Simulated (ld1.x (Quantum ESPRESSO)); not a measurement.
# Pseudopotential generation for Ni (Z = 28): TM, PBE, scalar-relativistic.

```
Element                 : nickel (Ni)
Generator               : ld1.x (Quantum ESPRESSO) 7.5
Type                    : norm-conserving Troullier–Martins (Kleinman–Bylander form)
Functional              : PBE
Relativity              : scalar-relativistic
Frozen core             : [Ne]
Valence charge          : 18
Reference configuration : 3s2 3p6 3d8 4s2 4p0
Partial waves           : 3s (bound): rc 0.95 bohr; 3p (bound): rc 0.95 bohr; 3d (bound): rc 1.60 bohr
Local potential         : the d channel
Core correction         : none
```

Occupied shells without a wave of their own: 4s. They enter only through the test configuration that unscreens the potential.

All-electron outer shells of the reference configuration (PBE, scalar-relativistic, ld1.x):

```tsv
shell	level (eV)	outermost node (bohr)	outermost maximum (bohr)
2s	-981.83	0.07	0.21
2p	-844.68	–	0.16
3s	-111.06	0.30	0.64
3p	-71.39	0.27	0.65
3d	-8.87	–	0.63
4s	-5.64	0.92	2.24
4p	-1.22	1.00	3.17
```

(1) Estimate the cutoffs (Ry, on a coarse ladder) from which the occupation-weighted sum of valence levels, in a spherical-Bessel basis at the reference potential, stays within 10 and 1 mRy of its value at 400 Ry.

(2) Does the potential have ghost states?

(3) Which valence shell sets the plane-wave cutoff?

(4) Tests: 3s2 3p6 3d8 4s1 4p0; 3s2 3p6 3d8 4s0 4p0; 3s2 3p6 3d7 4s0 4p0; 3s2 3p6 3d8 4s1.5 4p0; 3s2 3p6 3d8 4s1 4p1; 3s2 3p6 3d8 4s0 4p2; 3s2 3p6 3d8 4s0 4p1. Which has the largest error in its energy relative to the reference configuration, and how large is it?

Answers

(1) 180 Ry and 260 Ry.

(2) No extra level below or beside the all-electron valence levels (s, p, d, f tested).

(3) 3s: its level needs 200 Ry to come within 1 mRy, against 140 Ry for 3p.

(4) 3s2 3p6 3d8 4s0 4p0, with +709 meV (all-electron minus pseudo) on +26.67 eV.
